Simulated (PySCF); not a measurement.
C2H8ClNSi, SMILES CN(C)[SiH2]Cl. Heavy atoms are numbered as in [SiH2:1]([Cl:2])[N:3]([CH3:4])[CH3:5]. Hydrogens are named by the atom that carries them.

Geometry: ωB97X-D3(BJ)/def2-SVP. Other conformers were not sampled.

Calculation: PBE/def2-TZVP in PySCF.

ESP charges are fitted to the potential on shells at 1.4 to 2.0 van der Waals radii. Atomic charges (e), one atom of each kind:

```
atom        ESP fit  Mulliken  meta-Löwdin  Löwdin
----------  -------  --------  -----------  ------
Si1 (SiH2)     0.07         …         0.71   -0.13
Cl2           -0.15     -0.26        -0.33    0.18
N3             0.13     -0.13        -0.38   -0.02
C4 (CH3)      -0.53         …        -0.25   -0.34
H on Si1       0.00         …        -0.09   -0.03
H on C4        0.18      0.13         0.12    0.12
```

### Question
What belongs in the gaps? (An estimate is asked for; the answer gives what the named calculation found.)

### Answer

- Si1 (SiH2), Mulliken: 0.30
- C4 (CH3), Mulliken: -0.30
- H on Si1, Mulliken: -0.02

Computed Mayer and Wiberg (Löwdin basis) orders of the bonds:
```csv
bond,Mayer,Wiberg
Si1–Cl2,1.14,1.81
Si1–N3,1.26,1.39
N3–C4,0.98,1.33
N3–C5,0.98,1.33
```
